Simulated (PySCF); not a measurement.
BiI$_{2}$ (SMILES [I][Bi][I]), doublet, at a GFN2-xTB geometry (such geometries of metal compounds can be far from the true shape) (the spin is typed, not shown lowest) (core potentials on Bi, I); PBE/def2-SVP (PySCF).

PySCF was given this input:
```python
from pyscf import gto, scf, dft

mol = gto.M(
    atom='''
Bi    0.89619474    0.44438201    0.28746279
I    -1.04089611    1.21333620   -1.58129724
I    -0.36257867   -1.90925520    1.13111966
''',
    basis='def2-svp',
    ecp={'Bi': 'def2-svp', 'I': 'def2-svp'},
    spin=1,
    verbose=4,
)

mf = dft.UKS(mol)
mf.xc = 'pbe'
mf.kernel()
mf.analyze()
```

The log (banner, timings and long lists left out):

```
PySCF version 2.14.0

[INPUT] verbose = 4
[INPUT] num. atoms = 3
[INPUT] num. electrons = 73
[INPUT] charge = 0
[INPUT] spin (= nelec alpha-beta = 2S) = 1
[INPUT] symmetry False subgroup None
[INPUT] Mole.unit = angstrom
[INPUT] Symbol           X                Y                Z      unit          X                Y                Z       unit  Magmom
[...]
nuclear repulsion = 296.305872909494
number of shells = 30
number of NR pGTOs = 183
number of NR cGTOs = 78
basis = def2-svp
ecp = {'Bi': 'def2-svp', 'I': 'def2-svp'}

******** <class 'pyscf.dft.uks.UKS'> ********
method = UKS
initial guess = minao
damping factor = 0
level_shift factor = 0
DIIS = <class 'pyscf.scf.diis.CDIIS'>
diis_start_cycle = 1
diis_space = 8
diis_damp = 0
SCF conv_tol = 1e-09
SCF conv_tol_grad = None
SCF max_cycles = 50
direct_scf = True
direct_scf_tol = 1e-13
number electrons alpha = 37  beta = 36
XC library pyscf.dft.libxc version 7.1.2
    S. Lehtola, C. Steigemann, M. J. T. Oliveira, and M. A. L. Marques,  SoftwareX 7, 1–5 (2018)
XC functionals = pbe
    J. P. Perdew, K. Burke, and M. Ernzerhof,  Phys. Rev. Lett. 77, 3865 (1996)
    J. P. Perdew, K. Burke, and M. Ernzerhof,  Phys. Rev. Lett. 78, 1396 (1997)
    J. P. Perdew, K. Burke, and M. Ernzerhof,  Phys. Rev. Lett. 77, 3865 (1996)
    J. P. Perdew, K. Burke, and M. Ernzerhof,  Phys. Rev. Lett. 78, 1396 (1997)
radial grids:
    Treutler-Ahlrichs [JCP 102, 346 (1995); DOI:10.1063/1.469408] (M4) radial grids

becke partition: Becke, JCP 88, 2547 (1988); DOI:10.1063/1.454033
pruning grids: <function nwchem_prune>
grids dens level: 3
symmetrized grids: False
atomic radii adjust function: <function treutler_atomic_radii_adjust>
small_rho_cutoff = 0
Set gradient conv threshold to 3.16228e-05
tot grids = 67360
init E= -720.920160380446

cycle= 1 E= -806.324616920735  delta_E= -85.4  |g|= 3.33  |ddm|= 12.7
cycle= 2 E= -804.618408226228  delta_E= 1.71  |g|= 3.16  |ddm|= 10.3
cycle= 3 E= -809.220075329682  delta_E= -4.6  |g|= 0.985  |ddm|= 7.16
cycle= 4 E= -809.37751093595  delta_E= -0.157  |g|= 0.917  |ddm|= 3.16
cycle= 5 E= -810.083473851793  delta_E= -0.706  |g|= 0.211  |ddm|= 1.74
cycle= 6 E= -810.115194297185  delta_E= -0.0317  |g|= 0.105  |ddm|= 0.495
cycle= 7 E= -810.123133456725  delta_E= -0.00794  |g|= 0.0176  |ddm|= 0.153
cycle= 8 E= -810.123438518672  delta_E= -0.000305  |g|= 0.00204  |ddm|= 0.0297
cycle= 9 E= -810.123442528542  delta_E= -4.01e-06  |g|= 0.000658  |ddm|= 0.00588
cycle= 10 E= -810.123442953278  delta_E= -4.25e-07  |g|= 0.000142  |ddm|= 0.00155
cycle= 11 E= -810.123442966522  delta_E= -1.32e-08  |g|= 7.38e-05  |ddm|= 0.000393
cycle= 12 E= -810.123442969775  delta_E= -3.25e-09  |g|= 4.87e-05  |ddm|= 0.00025
cycle= 13 E= -810.12344297207  delta_E= -2.3e-09  |g|= 1.08e-05  |ddm|= 0.000115
cycle= 14 E= -810.123442972208  delta_E= -1.38e-10  |g|= 1.79e-06  |ddm|= 2.79e-05
Extra cycle  E= -810.123442972208  delta_E= -2.27e-13  |g|= 1.77e-06  |ddm|= 7.58e-06
converged SCF energy = -810.123442972208  <S^2> = 0.75209238  2S+1 = 2.0020913
**** SCF Summaries ****
Total Energy =                        -810.123442972208181
Nuclear Repulsion Energy =             296.305872909494497
One-electron Energy =                -2000.843054522964849
Two-electron Energy =                  894.413738641262171
Two-electron Coulomb Energy =          956.058306749494250
DFT Exchange-Correlation Energy =      -61.644568108232036
**** MO energy ****
                             alpha | beta                alpha | beta
[...]
spin_pop of  0 Bi 5s       -0.00003
spin_pop of  0 Bi 6s        0.00154
spin_pop of  0 Bi 7s       -0.00246
spin_pop of  0 Bi 8s       -0.00006
spin_pop of  0 Bi 5px       0.00007
spin_pop of  0 Bi 5py       0.00007
spin_pop of  0 Bi 5pz       0.00013
spin_pop of  0 Bi 6px       0.01363
spin_pop of  0 Bi 6py       0.01515
spin_pop of  0 Bi 6pz       0.02741
spin_pop of  0 Bi 7px       0.01211
spin_pop of  0 Bi 7py       0.01318
spin_pop of  0 Bi 7pz       0.02343
spin_pop of  0 Bi 8px       0.17719
spin_pop of  0 Bi 8py       0.19624
spin_pop of  0 Bi 8pz       0.36072
spin_pop of  0 Bi 5dxy     -0.00335
spin_pop of  0 Bi 5dyz     -0.00329
spin_pop of  0 Bi 5dz^2    -0.00220
spin_pop of  0 Bi 5dxz     -0.00263
spin_pop of  0 Bi 5dx2-y2   -0.00286
spin_pop of  0 Bi 6dxy      0.00327
spin_pop of  0 Bi 6dyz      0.00255
spin_pop of  0 Bi 6dz^2     0.00237
spin_pop of  0 Bi 6dxz      0.00252
spin_pop of  0 Bi 6dx2-y2    0.00352
spin_pop of  1 I 4s       -0.00000
spin_pop of  1 I 5s        0.00000
spin_pop of  1 I 6s        0.00018
spin_pop of  1 I 7s        0.00014
spin_pop of  1 I 4px       0.00007
spin_pop of  1 I 4py       0.00004
spin_pop of  1 I 4pz       0.00019
spin_pop of  1 I 5px       0.00464
spin_pop of  1 I 5py      -0.00001
spin_pop of  1 I 5pz       0.00001
spin_pop of  1 I 6px       0.00301
spin_pop of  1 I 6py       0.01098
spin_pop of  1 I 6pz       0.02167
spin_pop of  1 I 7px       0.03258
spin_pop of  1 I 7py       0.00114
spin_pop of  1 I 7pz       0.00134
spin_pop of  1 I 4dxy     -0.00006
spin_pop of  1 I 4dyz      0.00109
spin_pop of  1 I 4dz^2    -0.00001
spin_pop of  1 I 4dxz      0.00000
spin_pop of  1 I 4dx2-y2    0.00001
spin_pop of  1 I 5dxy      0.00024
spin_pop of  1 I 5dyz      0.00185
spin_pop of  1 I 5dz^2     0.00035
spin_pop of  1 I 5dxz      0.00020
spin_pop of  1 I 5dx2-y2    0.00155
spin_pop of  2 I 4s       -0.00000
spin_pop of  2 I 5s        0.00001
spin_pop of  2 I 6s        0.00015
spin_pop of  2 I 7s        0.00014
spin_pop of  2 I 4px       0.00006
spin_pop of  2 I 4py       0.00013
spin_pop of  2 I 4pz      -0.00001
spin_pop of  2 I 5px       0.00523
spin_pop of  2 I 5py       0.00001
spin_pop of  2 I 5pz      -0.00001
spin_pop of  2 I 6px       0.00352
spin_pop of  2 I 6py       0.01608
spin_pop of  2 I 6pz       0.00976
spin_pop of  2 I 7px       0.03832
spin_pop of  2 I 7py       0.00117
spin_pop of  2 I 7pz       0.00126
spin_pop of  2 I 4dxy      0.00028
spin_pop of  2 I 4dyz      0.00009
spin_pop of  2 I 4dz^2     0.00027
spin_pop of  2 I 4dxz      0.00074
spin_pop of  2 I 4dx2-y2    0.00001
spin_pop of  2 I 5dxy      0.00073
spin_pop of  2 I 5dyz      0.00047
spin_pop of  2 I 5dz^2     0.00072
spin_pop of  2 I 5dxz      0.00117
spin_pop of  2 I 5dx2-y2    0.00031
In total            37.00000 | 36.00000
Dipole moment(X, Y, Z, Debye):  2.23420,  1.10780,  0.71665
```
